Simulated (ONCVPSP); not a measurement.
## What the settings do to the ONCV potential of calcium

Base potential:

| Item | Value |
| --- | --- |
| Element | Ca |
| Generator | ONCVPSP 4.0.1 |
| Type | optimised norm-conserving Vanderbilt (ONCV) |
| Functional | LDA (Perdew-Wang 92) |
| Relativity | non-relativistic |
| Frozen core | [Ne] 3s2 |
| Valence charge | 8 |
| Reference configuration | 3p6 4s2 |
| Partial waves | 4s: rc 3.40 bohr, ncon 4, nbas 9, qcut 2.5 1/bohr, 2 projectors, debl 1.5 Ha; 3p: rc 1.30 bohr, ncon 4, nbas 7, qcut 5.4 1/bohr, 2 projectors, debl 3.1 Ha; d scattering state at 0.12 Ha: rc 2.65 bohr, ncon 5, nbas 8, qcut 3.5 1/bohr, 1 projector; f scattering state at 0.15 Ha: rc 2.60 bohr, ncon 5, nbas 8, qcut 4.8 1/bohr, 2 projectors, debl 2.8 Ha |
| Local potential | polynomial inside 0.85 bohr (lpopt 5, dvloc0 0 Ha) |
| Core correction | Teter function, fcfact 3.5, rcfact 1.3 |

In the d channel the program set the typed energies aside and used -0.083 Ha.

All-electron outer shells of the reference configuration (LDA (PZ), non-relativistic, ld1.x):

| shell | level (eV) | outermost node (bohr) | outermost maximum (bohr) |
| --- | --- | --- | --- |
| 3p | -28.03 | 0.42 | 1.04 |
| 4s | -3.85 | 1.44 | 3.33 |

Cutoffs, loose and tight: the cutoffs (Ha) at which the residual kinetic energy of the hardest occupied pseudo-wave falls to 1 and 0.1 mHa per electron. They do not see the model core or the augmentation charge, which bear on the density cutoff. Test errors are all-electron minus pseudo excitation energies from the reference, over the configurations 3p6 4s1; 3p6 4s0; 3p6 4s1.5; 3p6 4s1 4p1. A dash means not determined; rows that change the core or the reference have their own tests.

A true bound ghost makes a file unfit for plane-wave use even where its test errors are small: the radial tests pick states by their node count and pass the ghost by.

```tsv
change	outcome	cutoff, loose	cutoff, tight	bound ghosts	GHOST(+) flags above zero	largest test error (meV)
base	generated, projector energies reset by the program	14 Ha	40 Ha	s, f	s, d	+31
core correction none	generated, projector energies reset by the program	14 Ha	40 Ha	s, f	s, d	+32
f: qcut 5.9	generated, projector energies reset by the program	14 Ha	40 Ha	s, f	s, d	+31
core correction Teter function, fcfact 3.5, rcfact 0.92	generated, projector energies reset by the program	14 Ha	40 Ha	s, f	s, d	+32
local potential polynomial inside 0.85 bohr (lpopt 5, dvloc0 7 Ha)	generated, projector energies reset by the program	14 Ha	40 Ha	s, f	none	+31
core correction Teter function, fcfact 5.1, rcfact 1.3	generated, projector energies reset by the program	14 Ha	40 Ha	s, f	s, d	+31
```

Task: What comes out with this change to the base: local potential polynomial inside 1.25 bohr (lpopt 2, dvloc0 0 Ha)?

Result: outcome: generated, projector energies reset by the program; cutoff, loose: 14 Ha; cutoff, tight: 40 Ha; bound ghosts: none; GHOST(+) flags above zero: none; largest test error (meV): 4 of 4 tests not solved or not reliable.
